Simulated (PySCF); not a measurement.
# Molecular orbitals of MoO⁻

M06-2X at R = 1.740 Å; PySCF, scalar-relativistic core potentials, basis sets Mo def2-TZVPPD with ECP28, O def2-TZVPPD. State: ⁶Σ⁺ (sextet), unpaired electrons σ ↑, π ↑↑, δ ↑↑. Only the outer orbitals are listed, counted within each symmetry, core potentials removing the inner ones.

| spin | orbital | occ. | ε (eV) | on Mo (%) | main shells (%) |
| --- | --- | --- | --- | --- | --- |
| α | 2π | 1 | -5.60 | 31 | 68 O p, 31 Mo d |
| α | 2π | 1 | -5.60 | 31 | 68 O p, 31 Mo d |
| α | 5σ | 1 | -5.58 | 29 | 67 O p, 27 Mo d |
| α | 1δ | 1 | -2.40 | 100 | 100 Mo d |
| α | 1δ | 1 | -2.40 | 100 | 100 Mo d |
| α | 6σ | 1 | -1.49 | 105 | 91 Mo s, 9 Mo d |
| α | 3π | 1 | -0.33 | 82 | 50 Mo d, 32 Mo p, 18 O p |
| α | 3π | 1 | -0.33 | 82 | 50 Mo d, 32 Mo p, 18 O p |
| α | 7σ | 0 | 4.28 | 100 | 77 Mo p, 22 Mo d, 10 O p |
| β | 5σ | 1 | -5.34 | 22 | 74 O p, 20 Mo d |
| β | 2π | 1 | -4.70 | 20 | 80 O p, 17 Mo d |
| β | 2π | 1 | -4.70 | 20 | 80 O p, 17 Mo d |
| β | 6σ | 0 | 0.79 | 110 | 96 Mo s, 10 Mo d |
| β | 3π | 0 | 3.26 | 93 | 72 Mo p, 21 Mo d |
| β | 3π | 0 | 3.26 | 93 | 72 Mo p, 21 Mo d |

Problem. Which are the highest filled and the lowest empty level, where do they sit, and how wide is the gap?

Solution. Highest filled α 3π at -0.33 eV (in %: 50 Mo d, 32 Mo p, 18 O p); lowest empty β 6σ at 0.79 eV (in %: 96 Mo s, 10 Mo d); the gap at M06-2X is 1.12 eV. An empty level above zero is unbound, and its energy depends on the basis.

| Quantity | Value |
| --- | --- |
| bond order (Mayer) | 1.67 |
| ⟨S²⟩ | 8.761 |
| charge on Mo (Mulliken, basis-dependent) | -0.31 |
| charge on Mo (Löwdin, basis-dependent) | -0.20 |
| dipole moment (positive dipole points towards O; it is taken about the centre of mass and depends on that origin) | -1.81 D |

Shares are Mulliken populations and can fall outside 0 to 100 %.

Spin–orbit coupling is left out. The state is the lowest single determinant that the PBE0 search found; with open d or f shells the true ground state can be another one.
